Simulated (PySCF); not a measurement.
**Yb⁺ (ytterbium, charge +1) across methods**

[Xe] 4f13 5d1 6s1, one real determinant (an excited configuration). All numbers are calculated (PySCF 2.14, the spin-free X2C one-electron Hamiltonian (Gaussian nucleus), in cc-pVDZ-X2C (8s7p5d3f1g, 84 functions)).

```json
{"method": "LDA", "E (hartree)": "-14049.74", "mean ε 4f β (eV)": "-15.751", "mean ε 6s α (eV)": "-10.768", "mean ε 5d α (eV)": "-8.985", "Σ⟨r²⟩ (bohr²)": "54.40", "⟨S²⟩": "3.750"}
{"method": "BLYP", "E (hartree)": "-14060.06", "mean ε 4f β (eV)": "-15.298", "mean ε 6s α (eV)": "-10.422", "mean ε 5d α (eV)": "-8.770", "Σ⟨r²⟩ (bohr²)": "54.62", "⟨S²⟩": "3.750"}
{"method": "UHF", "E (hartree)": "-14054.24444", "mean ε 4f β (eV)": "-28.065", "mean ε 6s α (eV)": "-12.290", "mean ε 5d α (eV)": "-12.585", "Σ⟨r²⟩ (bohr²)": "54.72", "⟨S²⟩": "3.752"}
{"method": "PBE", "E (hartree)": "-14059.15", "mean ε 4f β (eV)": "-15.472", "mean ε 6s α (eV)": "-10.510", "mean ε 5d α (eV)": "-8.973", "Σ⟨r²⟩ (bohr²)": "54.52", "⟨S²⟩": "3.750"}
{"method": "PBE0", "E (hartree)": "-14058.93", "mean ε 4f β (eV)": "-18.812", "mean ε 6s α (eV)": "-11.044", "mean ε 5d α (eV)": "-10.011", "Σ⟨r²⟩ (bohr²)": "54.32", "⟨S²⟩": "3.751"}
{"method": "M06-L", "E (hartree)": "-14058.87", "mean ε 4f β (eV)": "-15.475", "mean ε 6s α (eV)": "-10.471", "mean ε 5d α (eV)": "-8.641", "Σ⟨r²⟩ (bohr²)": "54.52", "⟨S²⟩": "3.751"}
{"method": "r2SCAN", "E (hartree)": "-14059.28", "mean ε 4f β (eV)": "-15.539", "mean ε 6s α (eV)": "-10.613", "mean ε 5d α (eV)": "-9.313", "Σ⟨r²⟩ (bohr²)": "54.30", "⟨S²⟩": "3.751"}
{"method": "revPBE", "E (hartree)": "-14059.55", "mean ε 4f β (eV)": "-15.424", "mean ε 6s α (eV)": "-10.435", "mean ε 5d α (eV)": "-8.959", "Σ⟨r²⟩ (bohr²)": "54.54", "⟨S²⟩": "3.750"}
```

⟨L²⟩ = 18.00 against 30 for a pure H term, so this real determinant mixes terms. Spin-orbit coupling, absent here, splits the open shell strongly.
